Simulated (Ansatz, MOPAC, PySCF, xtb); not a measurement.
Complex: HCl (SMILES Cl) (first 2 atoms) with Si2H6 (SMILES [SiH3][SiH3]); geometry from B3LYP-D3(BJ)/def2-TZVP, rigid monomers moved along the line of their centres of mass till H2···H9 is 2.66 Å.
(charge 0, multiplicity 1):
```json
[
 {"atom": "Cl", "x (Å)": "-0.0802", "y (Å)": "0.5708", "z (Å)": "0.2085"},
 {"atom": "H", "x (Å)": "-0.2967", "y (Å)": "1.2633", "z (Å)": "1.2703"},
 {"atom": "Si", "x (Å)": "0.4684", "y (Å)": "-1.3469", "z (Å)": "4.4278"},
 {"atom": "Si", "x (Å)": "-0.1828", "y (Å)": "0.8091", "z (Å)": "5.0841"},
 {"atom": "H", "x (Å)": "1.7182", "y (Å)": "-1.2866", "z (Å)": "3.6364"},
 {"atom": "H", "x (Å)": "-0.5994", "y (Å)": "-1.9827", "z (Å)": "3.6231"},
 {"atom": "H", "x (Å)": "0.7056", "y (Å)": "-2.1601", "z (Å)": "5.6457"},
 {"atom": "H", "x (Å)": "-1.4331", "y (Å)": "0.7669", "z (Å)": "5.8792"},
 {"atom": "H", "x (Å)": "-0.4392", "y (Å)": "1.6741", "z (Å)": "3.8994"},
 {"atom": "H", "x (Å)": "0.8784", "y (Å)": "1.4626", "z (Å)": "5.8867"}
]
```

Counterpoise-corrected where a basis set is named; no monomer relaxation. Rows marked so take none.

Rows in 6-31G* carry no dispersion term and start afresh at each structure (6-31G* with six Cartesian d functions). The state that PM6 reach isn't checked.

Codes used: Ansatz (Gaussian basis) for Hartree–Fock, density functionals and correlated methods; MOPAC for PM6 (differences of heats of formation); PySCF for 6-31G* rows, the dispersion terms; xtb for the GFN methods. Each number belongs to the level named beside it.

| level | interaction energy (kcal/mol) |
|---|---|
| GFN-FF | -0.71 |
| PM6 | -0.34 |
| GFN2-xTB | -0.72 |
| HF/6-31G* (no counterpoise) | -0.20 |
| r2SCAN-D4/def2-TZVPPD | -0.87 |
| B3LYP-D4/def2-TZVPPD | -0.86 |
| M06-2X/6-31G* (no counterpoise) | -0.85 |
| wB97X-V/def2-TZVPPD | ___ |
| wB97M-V/def2-TZVPPD | -0.89 |

Q: Some entries are withheld; supply them.

A: 
- wB97X-V/def2-TZVPPD, interaction energy (kcal/mol): -0.93

Ansatz is a program for electronic structure.
